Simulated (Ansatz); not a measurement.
Harmonic frequencies (cm⁻¹) at PBE0-D4/def2-TZVP from Ansatz: 101, 169, 208, 313, 355, 496, 649, 900, 3951.

Each molecule was computed in one conformer, which needn't be the lowest.

Task: Which molecule is it?
A. `[F][Al]([F])[Br]`
B. `[OH][Al]([SH])[Cl]`
C. `[CH3][Al]([F])[I]`
D. `[OH][Al]([Br])[Br]`

Result: D.
